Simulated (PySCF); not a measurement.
A species of formula C6H11F2NSi has this rotational fingerprint, computed with PBE0/pcSseg-1 in PySCF (dipole) on a GFN2-xTB geometry, gas phase:

| Quantity | Value |
| --- | --- |
| Rotational constants | A = 1341, B = 1020, C = 683.0 MHz |
| Dipole components | \|μa\| = 1.51 D, \|μb\| = 0.29 D, \|μc\| = 0.54 D |
| Inertial defect | -132.45 u·Å² |
| κ | 0.03 |

**Question.** Which candidate fits, each taken in the one conformer that was computed?
A. `[CH2:1]=[C:2]([F:3])[C@@H:4]1[CH2:5][C@H:6]([F:7])[CH2:8][N:9]1[SiH3:10]` with C1–C2–C4–C5 -121°, C2–C4–C5–C6 -129°, C4–C5–C6–F7 148°, C5–C6–C8–N9 -39°, C6–C8–N9–Si10 -166°
B. `[F:1][C@@H:2]1[CH2:3][CH2:4][NH:5][Si@@H:6]1[C@H:7]1[CH2:8][C@@H:9]1[F:10]` with N5–Si6–C7–C8 72°, F1–C2–C3–C4 -80°, C2–C3–C4–N5 -40°, C3–C4–N5–Si6 23°, C4–N5–Si6–C7 116°
C. `[CH2:1]=[C:2]([F:3])[C@@H:4]1[CH2:5][C@@H:6]([F:7])[CH2:8][N:9]1[SiH3:10]` with C1–C2–C4–C5 -144°, C2–C4–C5–C6 -91°, C4–C5–C6–F7 -131°, C5–C6–C8–N9 -11°, C6–C8–N9–Si10 -170°

**Answer.** C. It is C=C(F)[C@@H]1C[C@@H](F)CN1[SiH3], an asymmetric top, point group C1. The candidates at the same level (rigid rotor, commonest isotopes):

```
                            SMILES  A (MHz)  B (MHz)  C (MHz)  μa (D)  μb (D)  μc (D)  Δ (u·Å²)  point group           rotor
   C=C(F)[C@@H]1C[C@H](F)CN1[SiH3]     1439    932.9    675.3    1.04    0.27    1.93   -144.51           C1  asymmetric top
  C=C(F)[C@@H]1C[C@@H](F)CN1[SiH3]     1341     1020    683.0    1.51    0.29    0.54   -132.45           C1  asymmetric top
F[C@@H]1CCN[Si@@H]1[C@H]1C[C@@H]1F     2288    637.8    550.4    1.59    2.40    0.60    -95.17           C1  asymmetric top
```

`F[C@@H]1CCN[Si@@H]1[C@H]1C[C@@H]1F` has A 71 % too high; `C=C(F)[C@@H]1C[C@H](F)CN1[SiH3]` has B 9 % too low. No structure here is proved a minimum.
